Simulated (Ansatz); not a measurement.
**Bi(CH3)2I in a box, plane waves**

Ansatz 0.2.0, DFT PBE, spin-orbit coupling, plane waves, PAW, molecule in a box. The geometry was relaxed with Gaussian bases (BP86; Bi def2-SVP with ECP60, C def2-SVP, H def2-SVP, I def2-SVP with ECP28).

```yaml
crystal:
  lattice:
    - [13.58, 0.0, 0.0]
    - [0.0, 13.79, 0.0]
    - [0.0, 0.0, 11.29]
  atoms:
    - { symbol: Bi, position: [0.48060088, 0.47993183, 0.60121435] }
    - { symbol: C, position: [0.62501252, 0.48349601, 0.49395483] }
    - { symbol: H, position: [0.60738513, 0.48933285, 0.39858282] }
    - { symbol: H, position: [0.66826951, 0.54738289, 0.52322143] }
    - { symbol: H, position: [0.66683873, 0.4161008, 0.51150133] }
    - { symbol: C, position: [0.41155081, 0.60488615, 0.4939566] }
    - { symbol: H, position: [0.42549411, 0.5927694, 0.39858459] }
    - { symbol: H, position: [0.33136966, 0.60687382, 0.51150399] }
    - { symbol: H, position: [0.44611782, 0.67371501, 0.52322321] }
    - { symbol: I, position: [0.3905243, 0.32632342, 0.46752347] }
basis:
  ecutwfc: 420
  ecutrho_ratio: 4
kpoints:
  mp_grid: { grid: [1, 1, 1] }
hamiltonian:
  xc: pbe
scf:
  occupations: { method: gaussian, width: 0.01 }
output:
  forces: true
  eigenvalues: true
  populations: true
  write_density: true
  write_potential: true
  elf: true
  volumetric_format: npy
magnetization:
  noncollinear: true
  spin_orbit: true
```

Command:
```sh
ansatz run input.yaml --threads 2 --pin off --max-ram 5120MiB --backend cpu --events-out ev --progress --plain --runs-dir out
```
It took 20 s on 2 threads of Intel(R) Xeon(R) 6975P-C (Granite Rapids), on a shared host, peak memory 2.9 GiB.

Q: How does the SCF go?

A: 
```
SCF iter   1: F=—  HF=-20558.681116 eV  |F-HF|=—  |Δ(HF+E_count)|=         —  Δρ=2.58e-2
preconditioner: auto → Resta (q_TF=auto, 1.442 Å⁻¹)  ε∞=1.1  [insulator: Δε(μ)=3.272 eV  Ē_g=10.347 eV  σ=0.010 eV  W_gap=1.00  n_
spin=Noncollinear: Resta preconditioning applied to the charge; magnetization (m_x, m_y, m_z) channels mix plain (no charge-respon
SCF iter   2: F=—  HF=-20552.913094 eV  |F-HF|=—  |Δ(HF+E_count)|=    5.77e0  Δρ=1.16e-2
SCF iter   3: F=—  HF=-20552.371117 eV  |F-HF|=—  |Δ(HF+E_count)|=   5.42e-1  Δρ=6.42e-3
...
SCF iter   6: F=—  HF=-20552.213793 eV  |F-HF|=—  |Δ(HF+E_count)|=   1.64e-4  Δρ=1.04e-4
SCF iter   7: F=—  HF=-20552.213807 eV  |F-HF|=—  |Δ(HF+E_count)|=   1.44e-5  Δρ=3.52e-5
SCF iter   8: F=—  HF=-20552.213765 eV  |F-HF|=—  |Δ(HF+E_count)|=   4.17e-5  Δρ=6.76e-6
SCF iter   9: F=—  HF=-20552.213766 eV  |F-HF|=—  |Δ(HF+E_count)|=   3.61e-7  Δρ=2.85e-6
SCF iter  10: F=-20552.213766 eV  HF=-20552.213766 eV  |F-HF|=1.47e-8  |Δ(HF+E_count)|=   4.23e-8  Δρ=1.20e-6
```

Q: Which levels lie next to the highest filled one (eV, counted from it)?

A: Filled: -2.17, -2.17, -1.73, -1.73, -1.02, -1.02, -0.42, -0.42, 0.00, 0.00. Empty: 2.92, 2.92, 4.31, 4.31, 4.77, 4.77, 4.85, 4.85.

Q: What forces are left at this geometry, relaxed with Gaussian bases (eV/Å)?

A: 
```
Bi   0.09  0.16 -0.30
C    0.19 -0.01 -0.09
H    0.03 -0.03  0.37
H   -0.22 -0.29 -0.10
H   -0.23  0.32 -0.05
C   -0.10  0.16 -0.09
H   -0.04  0.01  0.37
H    0.39 -0.04 -0.05
H   -0.14 -0.34 -0.10
I    0.03  0.05  0.02
```

The highest of the empty levels listed lie near the vacuum level and may be states of the box.

The forces come from the other functional as well as from the basis.
